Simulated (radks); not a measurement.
Problem. Ionisation of neutral lithium, [He] 2s1, to [He] as the strength of local exchange is varied. All-electron calculation, scalar-relativistic Kohn-Sham, Slater X-alpha exchange (alpha = 2/3 is LDA exchange), no correlation, spin-polarised, spherical densities, point nucleus; open shells are filled with parallel spins first. Program: a radial shooting solver on a logarithmic mesh with Libxc functionals.

alpha  E(Li) (hartree)  exchange (hartree)  IE (eV)  -e of the level emptied (eV)  <r> of it (bohr)
0.6           -7.04461            -1.33724    4.720                    2.418 (2s)             4.068
0.646         -7.14761            -1.45298    4.931                    2.634 (2s)             3.975
0.667         -7.19494            -1.50644    5.029                    2.735 (2s)             3.934
1.03          -8.04404            -2.49211    6.887                    4.737 (2s)             3.351
?             -8.00538            -2.44622    6.798                    4.639 (2s)             3.372

Which alpha was used in the last row?

Solution. alpha = 1.014. NIST Atomic Spectra Database: 5.392 eV (measured). The Delta-SCF value meets it near alpha = 0.74.
